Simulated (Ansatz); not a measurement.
Relaxation of C2H11AlB2Si (17 atoms, charge 0, multiplicity 1), to a largest force component of 0.015 eV/Å in at most 40 steps.

Level of theory: RKS BLYP-D4/6-31G* in Ansatz 0.2.0.

```xyz
17
Properties=species:S:1:pos:R:3
B -0.169 2.130 -1.165
C 0.669 1.045 -0.476
C 0.085 -0.371 -0.711
Si 1.434 -1.644 -0.117
B -1.282 -0.636 0.025
Al -1.576 -0.328 2.080
H -1.312 2.343 -0.837
H 0.287 2.878 -2.024
H 0.758 1.291 0.652
H 1.693 1.121 -0.891
H -0.038 -0.543 -1.765
H 1.641 -1.465 1.339
H 2.567 -1.467 -0.877
H 0.798 -2.992 -0.332
H -2.225 -0.954 -0.600
H -3.011 -0.549 2.743
H -0.338 0.140 2.997
```

Question: Where does it end, and by what steps?

Answer: The forces met the threshold. After 38 steps the energy has fallen by 1.585 eV; H8 moved furthest, 2.61 Å. Joined: B1–B5, B1–Al6.

```
step  energy less start (eV)  largest force component (eV/Å)  accepted
   0                  0.0000                           3.350       yes
   2                 -0.4904                           0.398       yes
   4                 -0.5740                           0.224       yes
   6                 -0.6394                           0.210       yes
   8                 -0.6764                           0.392       yes
  10                 -0.7312                           0.445       yes
  12                 -0.7943                           0.370       yes
  14                 -0.8786                           0.243       yes
  16                 -0.9297                           0.176       yes
  18                 -1.0920                           0.465       yes
  20                 -1.4202                           0.959       yes
  22                 -1.4759                           0.297       yes
  24                 -1.4919                           0.058       yes
  26                 -1.4966                           0.060       yes
  28                 -1.5220                           0.225       yes
  30                 -1.4996                           1.244        no
  32                 -1.5728                           0.196       yes
  34                 -1.5833                           0.030       yes
  36                 -1.5847                           0.019       yes
  38                 -1.5849                           0.013       yes
```

```xyz
17
Properties=species:S:1:pos:R:3
B -0.526 1.380 0.009
C 0.938 1.096 -0.555
C 0.477 -0.347 -1.047
Si 1.408 -1.761 -0.201
B -1.016 -0.167 -0.496
Al -1.607 0.489 1.657
H -0.980 2.248 0.767
H -1.366 1.149 -0.973
H 1.729 1.082 0.215
H 1.293 1.738 -1.377
H 0.555 -0.492 -2.140
H 1.266 -1.639 1.286
H 2.871 -1.721 -0.526
H 0.866 -3.098 -0.610
H -1.990 -0.871 -0.586
H -3.178 0.725 1.648
H -0.758 0.190 2.970
```

Whether the end is a true minimum wasn't checked by a vibrational analysis.

Time of the run: 4.2 min on 2 threads of Arm Neoverse N1 (shared host), peak memory 0.18 GiB.
